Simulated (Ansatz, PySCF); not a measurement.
This Ansatz (a quantum-chemistry and plane-wave program) input computes a CCSD(T)/cc-pVDZ energy:

Ansatz 0.2 input:
```yaml
crystal:
  periodic: [false, false, false]
  atoms:
    - {symbol: C, position_ang: [-2.33940638, -0.19896467, 0.00707298]}
    - {symbol: C, position_ang: [-1.04142932, 0.21915911, 0.06988788]}
    - {symbol: C, position_ang: [0.15191927, -0.51386040, -0.11470472]}
    - {symbol: C, position_ang: [1.41580073, 0.05657221, -0.01812593]}
    - {symbol: N, position_ang: [2.48809721, 0.52295882, 0.06000096]}
    - {symbol: H, position_ang: [-3.15695068, 0.49041244, 0.17413273]}
    - {symbol: H, position_ang: [-2.59840437, -1.23043960, -0.21106744]}
    - {symbol: H, position_ang: [-0.88897031, 1.27545564, 0.29569869]}
    - {symbol: H, position_ang: [0.10633907, -1.57357774, -0.34355194]}
basis:
  gaussian:
    orbitals: cc-pVDZ
total_charge: -1
magnetization: {spin_polarized: false}
correlation: {method: ccsd_t, electrons: outside_noble_gas}
```

### Question
Write an input for the same energy in PySCF and say what it gives.

### Answer

```python
from pyscf import gto, scf, mp, cc as ccmod

mol = gto.M(
    atom='''
    C    -2.33940638   -0.19896467    0.00707298
    C    -1.04142932    0.21915911    0.06988788
    C     0.15191927   -0.51386040   -0.11470472
    C     1.41580073    0.05657221   -0.01812593
    N     2.48809721    0.52295882    0.06000096
    H    -3.15695068    0.49041244    0.17413273
    H    -2.59840437   -1.23043960   -0.21106744
    H    -0.88897031    1.27545564    0.29569869
    H     0.10633907   -1.57357774   -0.34355194
    ''',
    basis='cc-pvdz',
    charge=-1,
    spin=0,
    verbose=4,
)

mf = scf.RHF(mol)
mf.conv_tol = 1e-10
mf.max_cycle = 100
mf.kernel()
mp2 = mp.MP2(mf, frozen=5).run()
cc = ccmod.CCSD(mf, frozen=5)
cc.max_cycle = 100
cc.kernel()
et = cc.ccsd_t()
print(f'E(CCSD(T)) = {cc.e_tot + et:.9f}')
```
It gives -208.96843 Eh, and Ansatz -208.96842 Eh, a difference of 0.01 mEh.

It need not be the lowest isomer of its formula. Whether it binds its extra electron was not tested at this geometry.
